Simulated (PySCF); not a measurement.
HO₂Si, SMILES [Si]([O])O (connectivity only; charge and spin as stated), neutral, multiplicity 2.

Coordinates come from a PBE-D3(BJ)/def2-TZVP optimisation. The values are those of a single conformer.

Calculation: PBE-D3(BJ)/def2-TZVP run with PySCF.

Frequencies are harmonic and unscaled.

Computed normal modes with their intensities:
```csv
mode,ν (cm⁻¹),IR (km/mol),moving atoms (share of kinetic energy)
1,285,7.6,"O 61 %, Si 33 %"
2,349,78.4,H 91 %
3,770,205.7,"H 59 %, O 32 %, Si 9 %"
4,805,2.3,"O 51 %, H 31 %, Si 18 %"
5,1156,54.0,"O 57 %, Si 42 %"
6,3711,109.0,H 94 %
```
